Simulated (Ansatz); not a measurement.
`BN[SiH2]C=C` + H₂ → `BN[SiH3]` + `C=C` at 298.15 K and 1 bar (hydrogenolysis of the Si–C bond).

Program: Ansatz. Geometries: PBE0-D4/def2-TZVP. ΔE: electronic, gas phase. CBS: MP2 limit from def2 TZ/QZ plus the TZ coupled-cluster correction, frozen cores. This one scheme is used for every species. One conformer a species, not always the lowest.

```json
{"species": "`BN[SiH2]C=C`", "CCSD(T)/CBS energy (Eh)": "-449.53065", "H − E (kJ/mol)": "280.5", "S (J/(mol·K))": "349.9"}
{"species": "H₂", "CCSD(T)/CBS energy (Eh)": "-1.17544", "H − E (kJ/mol)": "35.1", "S (J/(mol·K))": "130.4"}
{"species": "`BN[SiH3]`", "CCSD(T)/CBS energy (Eh)": "-372.22946", "H − E (kJ/mol)": "182.4", "S (J/(mol·K))": "292.7"}
{"species": "`C=C`", "CCSD(T)/CBS energy (Eh)": "-78.48111", "H − E (kJ/mol)": "144.6", "S (J/(mol·K))": "218.9"}
```

H − E and S are ideal-gas, rigid-rotor, harmonic terms from PBE0-D4/def2-TZVP, for one conformer and one mirror image of each species. The MP2-based limit puts H₂ 0.8 mEh under its directly extrapolated value; such offsets cancel only in part. 1 Eh = 2625.50 kJ/mol, R = 8.31446 J/(mol·K).

Question: By hand: ΔE, ΔH, ΔS and ΔG.

Answer: ΔE = (-372.22946) + (-78.48111) − (-449.53065) − (-1.17544) = -0.00448 Eh = -11.8 kJ/mol. Δ(H − E) = 182.4 + 144.6 − 280.5 − 35.1 = 11.4, so ΔH = -0.4 kJ/mol. ΔS = 292.7 + 218.9 − 349.9 − 130.4 = 31.3 J/(mol·K). ΔG = -0.4 − 298.15 × (31.3)/1000 = -9.7 kJ/mol.

Question: By hand: the equilibrium constant, and the temperature at which ΔG would vanish if ΔH and ΔS stayed fixed.

Answer: log₁₀ K = −ΔG/(RT ln 10) = 1.7. ΔH and −TΔS have one sign here, so there is no such temperature.

TΔS isn't small against ΔH here. A doubt of 5 kJ/mol in ΔE shifts log₁₀ K by 0.9 here. Other conformers and mirror images would add mixing entropy, several J/(mol·K) or more a flexible species. Modes under 60 cm⁻¹, often nearly free rotors, make the harmonic entropy too high. These are equilibria of isolated gas molecules and say nothing of rates. Largest T1 diagnostic: 0.012 (customary marks: 0.02 for closed shells, 0.045 for open ones).
